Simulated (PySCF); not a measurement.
Computed IR spectrum (relative IR intensity) of a molecule C5H5, multiplicity 2. Geometry optimised at PBE0-D3(BJ)/def2-SVP. The values are those of a single conformer. Calculation: PBE0-D3(BJ)/def2-SVP (PySCF 2.14.0). Harmonic, unscaled wavenumbers; measured fundamentals usually lie a few per cent lower.

Lines under 2 % of the strongest are left out, and lines within 2 cm⁻¹ are merged.

```
ν (cm⁻¹)  relative intensity
--------  ------------------
335                       15
531                       19
697                      100
783                      2.2
790                       21
893                       47
932                       27
980                       27
1059                    10.0
1111                     5.2
1204                     3.9
1263                     6.1
1359                      45
1377                     2.3
1585                     2.9
3049                     5.6
3096                     2.6
3260                     7.4
```

Task: Which structure fits?
(A) [C]1=CC=CC1
(B) [CH]1C=CC=C1
(C) [C]1=CCC=C1

Result: C, [C]1=CCC=C1
